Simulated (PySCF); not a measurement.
HgBr2, SMILES [Br][Hg][Br]. Geometry: B3LYP-D3(BJ)/def2-SVP. The isomer is the one that the SMILES or the coordinates give; other isomers of the formula were not compared. The def2 effective core potentials stand for the cores of Hg; spin–orbit coupling is left out.

Computed equilibrium geometry at B3LYP-D3(BJ)/def2-SVP (PySCF confirms it by a frequency run) as bond lengths and angles, and its point group:
point group D∞h.
Atoms: Hg1 Br2 Br3. Bonds (Å): Hg1–Br2 2.441, Hg1–Br3 2.441. Bond angles (°): Br2–Hg1–Br3 180.0.
Charge 0, spin multiplicity 1.
